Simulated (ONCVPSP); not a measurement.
**Which change was made? (W, ONCV)**

```json
{"Element": "W (Z = 74)", "Generator": "ONCVPSP 4.0.1", "Type": "optimised norm-conserving Vanderbilt (ONCV)", "Functional": "LDA (Perdew-Wang 92)", "Relativity": "fully relativistic", "Frozen core": "[Kr] 4d10 4f14", "Valence charge": "14", "Reference configuration": "5s2 5p6 5d5 6s1", "Partial waves": "5s+6s: rc 1.90 bohr, ncon 3, nbas 8, qcut 6.3 1/bohr, 2 projectors; 5p: rc 1.40 bohr, ncon 4, nbas 9, qcut 4.9 1/bohr, 2 projectors, debl 2.3 Ha; 5d: rc 2.85 bohr, ncon 4, nbas 9, qcut 6.5 1/bohr, 2 projectors, debl 1 Ha", "Local potential": "polynomial inside 1.15 bohr (lpopt 5, dvloc0 0 Ha)", "Core correction": "Teter function, fcfact 2.25, rcfact 1.55"}
```

Open shells are filled in proportion to 2j + 1.

Cutoffs, loose and tight: the cutoffs (Ha) at which the residual kinetic energy of the hardest occupied pseudo-wave falls to 1 and 0.1 mHa per electron. They do not see the model core or the augmentation charge, which bear on the density cutoff. Test errors are all-electron minus pseudo excitation energies from the reference, over the configurations 5s2 5p6 5d4 6s2; 5s2 5p6 5d4 6s1; 5s2 5p6 5d4 6s0; 5s2 5p6 5d4 6s1.5; variants that change the core or the reference have their own tests.

The base gives: outcome: generated; cutoff, loose: 104 Ha; cutoff, tight: 139 Ha; bound ghosts: none; GHOST(+) flags above zero: s; largest test error (meV): +1.5.

Task: After one change the result is: outcome: generated; cutoff, loose: 27 Ha; cutoff, tight: 83 Ha; bound ghosts: d5/2, d3/2; GHOST(+) flags above zero: s; largest test error (meV): 4 of 4 tests not solved or not reliable. Which change was it?
A. reference 5s2 5p6 5d4 6s1
B. s: qcut 9.3; p: qcut 7.3; d: qcut 9.6
C. core [Kr] 4d10, valence charge 28; reference 4f14 5s2 5p6 5d4 6s1.5; waves now 5s+6s: rc 1.40 bohr, ncon 4, nbas 9, qcut 9.6 1/bohr, 2 projectors; 5p: rc 1.55 bohr, ncon 4, nbas 7, qcut 7.4 1/bohr, 2 projectors, debl 1.3 Ha; 5d: rc 1.60 bohr, ncon 5, nbas 9, qcut 7 1/bohr, 2 projectors, debl 1.7 Ha; 4f: rc 0.70 bohr, ncon 4, nbas 9, qcut 26.6 1/bohr, 1 projector; local potential polynomial inside 0.65 bohr (lpopt 3, dvloc0 6 Ha)

Result: B. The others give: reference 5s2 5p6 5d4 6s1 → outcome: generated; cutoff, loose: 106 Ha; cutoff, tight: 140 Ha; bound ghosts: none; GHOST(+) flags above zero: s; largest test error (meV): +30 | core [Kr] 4d10, valence charge 28; reference 4f14 5s2 5p6 5d4 6s1.5; waves now 5s+6s: rc 1.40 bohr, ncon 4, nbas 9, qcut 9.6 1/bohr, 2 projectors; 5p: rc 1.55 bohr, ncon 4, nbas 7, qcut 7.4 1/bohr, 2 projectors, debl 1.3 Ha; 5d: rc 1.60 bohr, ncon 5, nbas 9, qcut 7 1/bohr, 2 projectors, debl 1.7 Ha; 4f: rc 0.70 bohr, ncon 4, nbas 9, qcut 26.6 1/bohr, 1 projector; local potential polynomial inside 0.65 bohr (lpopt 3, dvloc0 6 Ha) → outcome: failed: ERROR pspot: first pseudo wave function has node, program will stop.
